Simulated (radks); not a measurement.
Removal energies from the caesium ion Cs8+, [Kr] 4d10 5s1, by Delta-SCF beside the eigenvalue of the level emptied. Calculated with a radial shooting solver on a logarithmic mesh with Libxc functionals: non-relativistic Kohn-Sham, PBE, spin-polarised, spherical densities, point nucleus. Open shells are filled with parallel spins first.

| removed from | final configuration | Delta-SCF (eV) | -eigenvalue (eV) |
|---|---|---|---|
| 5s | [Kr] 4d10 | 122.42 | 115.66 |
| 4d | [Kr] 4d9 5s1 | 193.94 | 181.51 |
| 4p | [Ar] 3d10 4s2 4p5 4d10 5s1 | 275.31 | 262.13 |
| 4s | [Ar] 3d10 4s1 4p6 4d10 5s1 | 322.03 | 308.54 |
